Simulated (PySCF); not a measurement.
All values below come from PySCF with PBE-D3(BJ)/def2-TZVP // PBE-D3(BJ)/def2-SVP. Isolated molecules, 0 K electronic values unless said otherwise. One relaxed conformer stands for a flexible species; it need not be the lowest. 

Reference species: [Zn(OH)(Cl)] (neutral, multiplicity 1).

The HOMO–LUMO gap comes out as 4.64 eV and the coordination number comes out as 2. The charge on the central atom (Mulliken) comes out as 0.53 e and the HOMO is -7.03 eV.

After one change: the HOMO–LUMO gap increases by 0.08 eV; the coordination number is nearly the same; the charge on the central atom (Mulliken) decreases by 0.03 e; the HOMO rises by 0.25 eV.

Question: What was changed between the two runs? The new species is one of these.
A) [Zn(OH)(NH2)]
B) [Zn(OH)(F)]
C) [Zn(OH)2]

Answer: C, [Zn(OH)2]
